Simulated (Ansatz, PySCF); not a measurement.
Pair of molecules: HF (SMILES F) (first 2 atoms) with C2H4 (SMILES C=C); geometry from B3LYP-D3(BJ)/def2-TZVP, rigid monomers moved along the line of their centres of mass till H2···C3 is 2.02 Å.
(charge 0, multiplicity 1):
| atom | x (Å) | y (Å) | z (Å) |
|---|---|---|---|
| F | -0.2339 | 0.8565 | 0.5851 |
| H | -0.1684 | 0.5554 | 1.4687 |
| C | -0.5589 | 0.3195 | 3.4318 |
| C | 0.4832 | -0.4344 | 3.0990 |
| H | -0.4363 | 1.3392 | 3.7765 |
| H | -1.5732 | -0.0575 | 3.3808 |
| H | 0.3611 | -1.4571 | 2.7631 |
| H | 1.4981 | -0.0603 | 3.1588 |

Quantity: the interaction energy.

Counterpoise-corrected where a basis set is named; no monomer relaxation.

Frozen-core correlation. CBS(a, b) extrapolates the correlation energy as X⁻³ and adds the Hartree–Fock energy of set b.

Programs: Ansatz (Gaussian orbitals); PySCF for the dispersion terms. Each number belongs to the level named beside it.

Costs are ratios of core time to PBE/def2-TZVPPD (roughly 4 s), for whole runs (searches for the state included, and forces where a run took them) on one shared machine, so rough; each difference counts from -3.60 kcal/mol (MP2/CBS(aug-cc-pVDZ, aug-cc-pVTZ) + ΔCCSD(T)/aug-cc-pVDZ, a level with limits of its own).

```
level                      basis functions  cost  difference (kcal/mol)
-------------------------  ---------------  ----  ---------------------
PBE/def2-TZVPPD                        199    ×1                  -0.91
PBE-D3(BJ)/def2-TZVPPD                 199    ×1                  -1.70
PBE0/def2-TZVPPD                       199    ×2                  -0.88
PBE0-D3(BJ)/def2-TZVPPD                199    ×2                  -1.55
B3LYP/def2-TZVPPD                      199    ×2                   0.36
B3LYP-D3(BJ)/def2-TZVPPD               199    ×2                  -0.91
r2SCAN/def2-TZVPPD                     199    ×2                  -1.32
r2SCAN-D3(BJ)/def2-TZVPPD              199    ×2                  -1.54
MP2/aug-cc-pVTZ                        253    ×4                  -0.15
wB97X-V/def2-TZVPPD                    199    ×4                  -0.74
wB97M-V/def2-TZVPPD                    199    ×4                  -0.62
CCSD(T)/aug-cc-pVDZ                    114    ×6                   1.18
```

The cheapest listed level whose difference stays within 0.25 kcal/mol: MP2/aug-cc-pVTZ (-0.15 kcal/mol, cost ×4).

Ansatz is an electronic-structure program.
